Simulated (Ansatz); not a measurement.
Ansatz (an electronic-structure program) input (SVWN5/LANL2DZ): The .json file is the Basis Set Exchange's LANL2DZ.

Ansatz 0.2 input:
```yaml
crystal:
  periodic: [false, false, false]
  atoms:
    - {symbol: Pb, position_ang: [-0.00000000, -0.00000000, -1.11148383]}
    - {symbol: I, position_ang: [0.00000000, 0.00000000, 1.71965423]}
basis:
  gaussian:
    orbitals: LANL2DZ.json
hamiltonian:
  xc: {name: SVWN5}
magnetization: {spin_polarized: true, initial_magnetization: 1}
output: {forces: true}
```

Problem. What final total energy does it give?

Solution. -14.83801 Eh.
